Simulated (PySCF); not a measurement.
C$_{4}$H$_{8}$O$_{2}$ (SMILES C1COCCO1), singlet, at a GFN2-xTB geometry. Base run: DF-M062X/def2-SV(P) run with PySCF.

Here is a job for PySCF.
```python
from pyscf import gto, scf, dft

mol = gto.Mole()
mol.atom = '''
    C     1.24760208    0.54566382   -0.00331419
    C     0.93082228   -0.85695853    0.50345098
    O    -0.15991025   -1.43150908   -0.19448444
    C    -1.07917808   -0.47111564   -0.68388278
    C    -1.09924628    0.78241036    0.18374599
    O     0.15991025    1.43150908    0.19448444
    H     2.09693148    0.96680557    0.53998539
    H     1.50161800    0.49859197   -1.07264938
    H     1.78470278   -1.52148733    0.35118538
    H     0.70520466   -0.81394478    1.57930603
    H    -0.81802512   -0.19601868   -1.71651940
    H    -2.06088120   -0.95084892   -0.68707632
    H    -1.82075306    1.50553068   -0.20409445
    H    -1.38879754    0.51137149    1.20986274
'''
mol.basis = 'def2-sv(p)'
mol.verbose = 3
mol.build()

mf = dft.RKS(mol)
mf.xc = 'm062x'
mf = mf.density_fit(auxbasis='def2-universal-jkfit')
mf.kernel()
```

Variants of this job, named by their change:

```json
[
 {"change": "base", "basis functions": "100", "E (Eh)": "-307.26402", "HOMO (eV)": "-8.58", "HOMO-LUMO gap (eV)": "11.11", "core-seconds (rough)": "20"},
 {"change": "basis = LANL2DZ", "basis functions": "70", "E (Eh)": "-307.47610", "HOMO (eV)": "-8.62", "HOMO-LUMO gap (eV)": "12.11", "core-seconds (rough)": "8"},
 {"change": "basis = 3-21G", "basis functions": "70", "E (Eh)": "-305.81854", "HOMO (eV)": "-8.19", "HOMO-LUMO gap (eV)": "12.30", "core-seconds (rough)": "9"},
 {"change": "basis = 6-31G", "basis functions": "70", "E (Eh)": "-307.41177", "HOMO (eV)": "-8.49", "HOMO-LUMO gap (eV)": "11.94", "core-seconds (rough)": "10"},
 {"change": "basis = 6-31G*", "basis functions": "100", "E (Eh)": "-307.50885", "HOMO (eV)": "-8.45", "HOMO-LUMO gap (eV)": "12.01", "core-seconds (rough)": "10"},
 {"change": "basis = pcseg-1", "basis functions": "124", "E (Eh)": "-307.45563", "HOMO (eV)": "-8.63", "HOMO-LUMO gap (eV)": "10.68", "core-seconds (rough)": "20"},
 {"change": "basis = def2-SVP", "basis functions": "124", "E (Eh)": "-307.27971", "HOMO (eV)": "-8.54", "HOMO-LUMO gap (eV)": "11.10", "core-seconds (rough)": "20"},
 {"change": "basis = pc-1", "basis functions": "124", "E (Eh)": "-307.46000", "HOMO (eV)": "-8.64", "HOMO-LUMO gap (eV)": "10.76", "core-seconds (rough)": "20"},
 {"change": "basis = 6-311G**", "basis functions": "156", "E (Eh)": "-307.59976", "HOMO (eV)": "-8.58", "HOMO-LUMO gap (eV)": "10.55", "core-seconds (rough)": "20"},
 {"change": "basis = 6-311++G**", "basis functions": "188", "E (Eh)": "-307.60730", "HOMO (eV)": "-8.72", "HOMO-LUMO gap (eV)": "8.66", "core-seconds (rough)": "30"},
 {"change": "basis = def2-SVPD", "basis functions": "190", "E (Eh)": "-307.30434", "HOMO (eV)": "-8.71", "HOMO-LUMO gap (eV)": "9.64", "core-seconds (rough)": "30"},
 {"change": "basis = aug-cc-pVDZ", "basis functions": "210", "E (Eh)": "-307.56350", "HOMO (eV)": "-8.61", "HOMO-LUMO gap (eV)": "8.54", "core-seconds (rough)": "30"},
 {"change": "basis = def2-TZVP", "basis functions": "234", "E (Eh)": "-307.64030", "HOMO (eV)": "-8.69", "HOMO-LUMO gap (eV)": "10.59", "core-seconds (rough)": "40"}
]
```

Totals compare only among sets that treat the same electrons; sets with core potentials leave the core out.
